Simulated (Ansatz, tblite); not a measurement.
Isomers of Ag4H4⁺ (doublet), found by a short tight-binding search and relaxed with r2SCAN-D4/def2-SVP in Ansatz.

In the def2 sets Ag takes a core potential; there is no spin–orbit coupling. The xTB rows come from tblite. Correlated methods freeze no core orbitals; core or outer-core shells of Ag are correlated, in sets that lack core-valence functions.

Run but left out: HF/STO-3G (A: ⟨S²⟩ 1.69, where a pure state has 0.75).

Other spin states weren't relaxed.

A:

```xyz
8

Ag   -0.343   -0.236    1.740
Ag    0.505    0.344   -2.245
Ag   -1.385   -0.873   -0.722
Ag    1.824    1.151    0.873
H    -1.000   -0.611   -2.409
H     1.031    0.631    2.391
H     1.066    0.685   -0.628
H    -1.698   -1.090    1.001
```

B:

```xyz
8

Ag   -0.4140   -3.2781    1.9112
Ag   -0.4945    2.6610   -0.0144
Ag    0.0210   -1.0766    0.3386
Ag    0.6618    0.8032   -1.5065
H     0.3914    2.5477   -1.6170
H     0.8552   -0.9084   -1.2653
H    -0.3208    0.8380    0.3007
H    -0.7001   -1.5867    1.8526
```

C:

```xyz
8

Ag   -1.211   -0.288   -1.118
Ag   -0.356   -1.980    0.896
Ag    0.356    1.980   -0.896
Ag    1.211    0.288    1.117
H    -1.521   -1.861   -0.436
H    -0.960    1.270   -1.853
H     1.522    1.860    0.436
H     0.959   -1.270    1.853
```

D:

Cartesian coordinates in Å:
```
Ag 0.223 0.773 0.692
Ag -0.147 -1.242 -1.204
Ag 0.346 2.762 2.455
Ag -0.756 -3.489 -2.683
H -1.328 -1.935 -2.300
H 1.524 1.638 1.784
H -0.910 1.967 1.443
H 1.048 -0.473 -0.187
```

Problem. Estimate their order by electronic energy at B2PLYP/def2-TZVP, counted from the lowest.

Solution. C (0.0) < D (3.2) < A (4.0) < B (5.0), in kcal/mol.

Problem. Do the other levels pick the same lowest one?

Solution. Not HF/def2-TZVP, MP2/def2-TZVP. Energies above each level's lowest (kcal/mol):

```tsv
level	A	B	C	D
GFN1-xTB	4.4	12.9	0.0	13.5
GFN2-xTB	11.9	20.5	0.0	12.1
HF/def2-TZVP	14.9	6.1	21.9	0.0
PBE-D4/def2-SVP	5.2	10.0	0.0	11.5
PBE-D4/def2-TZVP	5.1	10.3	0.0	12.0
r2SCAN-D4/def2-TZVP	6.5	11.4	0.0	12.7
r2SCANh-D4/def2-TZVP	5.7	9.2	0.0	10.0
PBE0-D4/def2-SVP	4.0	5.3	0.0	5.5
PBE0-D4/def2-TZVP	3.9	5.6	0.0	6.1
B2PLYP/def2-TZVP	4.0	5.0	0.0	3.2
RPA@PBE/def2-TZVP	8.0	11.2	0.0	8.7
MP2/def2-TZVP	2.8	1.7	0.6	0.0
```
Point groups (tolerance 0.1 Å): A C2v, B Cs, C D2h, D not assigned. Lower isomers may exist.
